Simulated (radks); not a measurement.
The iron anion Fe- inside a hard spherical wall (all orbitals vanish at R), configuration held at [Ar] 3d7 4s2 and not refilled when levels cross. Calculated with a radial shooting solver on a logarithmic mesh with Libxc functionals: scalar-relativistic Kohn-Sham, LDA (Slater exchange, Perdew-Wang correlation), spin-polarised, spherical densities, finite nucleus; open shells are filled with parallel spins first; Fermi nuclear charge, rms radius 3.7377 fm. Eigenvalues in eV for spin up, with the zero of energy where the potential of the charges vanishes at infinity; a dash marks a level that is unbound or too diffuse for the functional's potential to be trusted. A positive occupied level is held by the wall or, in an anion where self-interaction has pushed it up, behind a barrier. The pressure on the wall is -dE/dV.

R (bohr)  E (hartree)  kinetic (hartree)    e(3s)    e(3p)   e(3d)   e(4s)  e(4p, empty)  e(5s, empty)  pressure (GPa)
15        -1270.34484           1284.912  -84.933  -51.421   0.317   0.374             -             -         0.00538
12        -1270.34243           1284.916  -84.522  -51.012   0.703   0.617         3.214         4.104          0.0221
8         -1270.32093           1284.999  -83.266  -49.757   1.909   1.568         4.940         9.009           0.565
7         -1270.29781           1285.083  -82.469  -48.961   2.669   2.247         6.010        12.221            1.59
5         -1270.11469           1285.695  -78.697  -45.215   6.205   5.957        11.273        28.116            19.4
3         -1268.34057           1290.964  -62.909  -29.772  21.452  29.225        40.071        108.70             702
2.5       -1266.18309           1297.295  -51.875  -18.928  33.185  52.813        67.049        177.28            2490
1.5       -1239.33869           1372.122   21.287   57.495  118.27  275.77        295.48        688.48           81900
